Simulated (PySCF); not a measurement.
Dipole moment (D) of eight silicon and germanium compounds: PBE beside B3LYP, computed with PySCF for isolated molecules in the bases named; differences from unrounded values. The eight are the first of their class met in an unordered collection, after screening for sound electronic states; none was chosen by its value, except that the dipole had to exceed 0.05 D. Each molecule has one DFT geometry for both levels.

```
molecule                                                          basis  B3LYP   PBE  difference
------------------------------------------------------------  ---------  -----  ----  ----------
Si(Cl)(H)2(OAc) (C2H5ClO2Si), SMILES CC(O[SiH2]Cl)=O          def2-TZVP   2.51  2.40       -0.10
CH₉FOSi₃, SMILES [SiH2](O[SiH2]F)[SiH2]C                      def2-TZVP   0.86  0.90        0.04
C2H5NO2Si, SMILES O[Si@@H]1C=NCO1                             def2-TZVP   0.89  0.90        0.01
C4H8OSi, SMILES C=C([SiH3])CC=O                               def2-TZVP   2.40  2.20       -0.20
CH₆ClFSi₂, SMILES F[SiH2]C[SiH2]Cl                            def2-TZVP   1.63  1.58       -0.06
chloro(silylmethyl)silane (CH7ClSi2), SMILES [SiH3]C[SiH2]Cl  def2-TZVP   1.92  1.86       -0.05
Si(F)3(GeH3) (F3GeH3Si), SMILES F[Si]([GeH3])(F)F             def2-TZVP   2.24  2.11       -0.12
Si(F)(H)2(nPr) (C₃H₉FSi), SMILES CCC[SiH2]F                   def2-TZVP   2.09  2.03       -0.06
```

PBE lies below B3LYP in 6 and above it in 2 of the eight; the mean signed difference is -0.07 and the largest -0.20 D.
